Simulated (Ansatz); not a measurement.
Relaxation of C4H12O4Si (21 atoms, charge 0, multiplicity 1), to a largest force component of 0.02 eV/Å in at most 40 steps.

Method: RKS PBE0/STO-3G in Ansatz.

```xyz
21
Properties=species:S:1:pos:R:3:forces:R:3
Si 0.000 0.000 0.000 -1.50 -1.49 0.56
O 0.000 0.000 1.680 2.10 0.30 0.03
C -1.111 -0.344 2.494 -0.64 0.59 -0.81
H -1.814 -0.978 1.914 -0.51 0.92 1.38
H -0.758 -0.904 3.386 -0.11 0.06 -0.02
H -1.631 0.581 2.821 -0.23 -0.12 0.33
O 1.584 0.000 -0.559 -0.33 2.42 -0.01
C 2.350 -1.163 -0.836 -1.10 -0.53 0.44
H 1.719 -1.905 -1.367 0.42 -0.42 -0.05
H 3.218 -0.893 -1.473 -0.13 0.03 0.11
H 2.714 -1.602 0.116 0.29 -0.38 -0.18
O -0.791 1.371 -0.559 1.95 1.19 0.09
C -2.151 1.418 -0.965 0.31 -1.18 0.32
H -2.769 0.822 -0.261 -0.61 0.15 -0.31
H -2.502 2.471 -0.964 0.07 -0.12 0.00
H -2.247 0.998 -1.988 -0.53 0.06 -0.06
O -0.791 -1.371 -0.559 0.47 0.04 -1.70
C -1.536 -2.268 0.250 0.69 0.23 0.24
H -1.225 -2.158 1.310 -0.26 -1.40 -0.60
H -2.619 -2.040 0.157 -0.18 -0.33 0.24
H -1.349 -3.311 -0.083 -0.17 0.00 0.01
```

Problem. Where does it end, and by what steps?

Solution. The forces met the threshold. The force dipped under the threshold on the way, but the program's further checks kept it going. Limits of this set-up: minimal basis. After 18 steps the energy has fallen by 1.393 eV; H6 moved furthest, 1.06 Å.

```json
{"step": "0", "energy less start (eV)": "0.0000", "largest force component (eV/Å)": "2.416", "accepted": "yes"}
{"step": "1", "energy less start (eV)": "-0.8310", "largest force component (eV/Å)": "0.996", "accepted": "yes"}
{"step": "2", "energy less start (eV)": "-1.0791", "largest force component (eV/Å)": "0.528", "accepted": "yes"}
{"step": "3", "energy less start (eV)": "-1.1869", "largest force component (eV/Å)": "0.484", "accepted": "yes"}
{"step": "4", "energy less start (eV)": "-1.3006", "largest force component (eV/Å)": "0.452", "accepted": "yes"}
{"step": "5", "energy less start (eV)": "-1.3509", "largest force component (eV/Å)": "0.158", "accepted": "yes"}
{"step": "6", "energy less start (eV)": "-1.3648", "largest force component (eV/Å)": "0.096", "accepted": "yes"}
{"step": "7", "energy less start (eV)": "-1.3571", "largest force component (eV/Å)": "0.641", "accepted": "no"}
{"step": "8", "energy less start (eV)": "-1.3684", "largest force component (eV/Å)": "0.228", "accepted": "yes"}
{"step": "9", "energy less start (eV)": "-1.3740", "largest force component (eV/Å)": "0.174", "accepted": "yes"}
{"step": "10", "energy less start (eV)": "-1.3775", "largest force component (eV/Å)": "0.173", "accepted": "yes"}
{"step": "11", "energy less start (eV)": "-1.3801", "largest force component (eV/Å)": "0.319", "accepted": "yes"}
{"step": "12", "energy less start (eV)": "-1.3858", "largest force component (eV/Å)": "0.135", "accepted": "yes"}
{"step": "13", "energy less start (eV)": "-1.3896", "largest force component (eV/Å)": "0.027", "accepted": "yes"}
{"step": "14", "energy less start (eV)": "-1.3915", "largest force component (eV/Å)": "0.079", "accepted": "yes"}
{"step": "15", "energy less start (eV)": "-1.3921", "largest force component (eV/Å)": "0.029", "accepted": "yes"}
{"step": "16", "energy less start (eV)": "-1.3924", "largest force component (eV/Å)": "0.015", "accepted": "yes"}
{"step": "17", "energy less start (eV)": "-1.3926", "largest force component (eV/Å)": "0.013", "accepted": "yes"}
{"step": "18", "energy less start (eV)": "-1.3927", "largest force component (eV/Å)": "0.007", "accepted": "yes"}
```

```xyz
21
Properties=species:S:1:pos:R:3
Si -0.089 -0.226 -0.097
O 0.046 -0.737 1.526
C -0.848 -0.034 2.423
H -1.892 -0.410 2.372
H -0.490 -0.203 3.456
H -0.883 1.062 2.253
O 1.461 0.091 -0.705
C 2.347 -1.041 -0.503
H 2.025 -1.951 -1.052
H 3.343 -0.756 -0.887
H 2.466 -1.318 0.566
O -0.869 1.275 -0.266
C -2.260 1.152 -0.652
H -2.914 0.814 0.180
H -2.611 2.156 -0.955
H -2.426 0.465 -1.506
O -0.783 -1.460 -1.046
C -1.650 -2.344 -0.291
H -1.225 -2.653 0.685
H -2.649 -1.902 -0.093
H -1.809 -3.256 -0.896
```

Whether the end is a true minimum wasn't checked by a vibrational analysis.

The run took 2.3 min on 1 thread of Arm Neoverse V2, with other jobs on the host, peak memory 0.19 GiB.
